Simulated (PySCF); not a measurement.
I⁺ (iodine, charge +1) across methods

[Kr] 4d10 5s2 5p3 5d1, high-spin 5D determinant (an excited configuration). Computed with PySCF 2.14 in aug-cc-pVTZ-DK3 (8s7p5d2f, 68 functions), with scalar relativity by spin-free X2C-1e.

```tsv
method	E (hartree)	mean ε 5s β (eV)	mean ε 5p α (eV)	mean ε 5d α (eV)	Σ⟨r²⟩ (bohr²)	⟨S²⟩
PBE	-7114.14	-26.828	-18.237	-5.958	57.30	6.001
PBE0	-7114.21	-27.869	-19.697	-6.644	57.15	6.001
TPSSh	-7114.26	-27.039	-18.934	-6.199	57.18	6.001
LDA	-7108.00	-27.385	-18.352	-5.904	57.45	6.000
M06-L	-7114.41	-26.638	-18.286	-5.917	57.20	6.001
UHF	-7111.67974	-29.584	-23.319	-8.344	57.69	6.002
r2SCAN	-7114.56	-26.770	-18.784	-5.984	57.30	6.001
B3LYP	-7114.63	-28.059	-19.242	-6.383	57.53	6.001
```

**Question.** Estimate the same row for r2SCANh.

**Answer.** E (hartree) = -7114.55; mean ε 5s β (eV) = -27.208; mean ε 5p α (eV) = -19.301; mean ε 5d α (eV) = -6.244; Σ⟨r²⟩ (bohr²) = 57.26; ⟨S²⟩ = 6.001.

The outer electron is Rydberg-like, and this basis confines it to a smaller radius and binds it less than a complete one would.
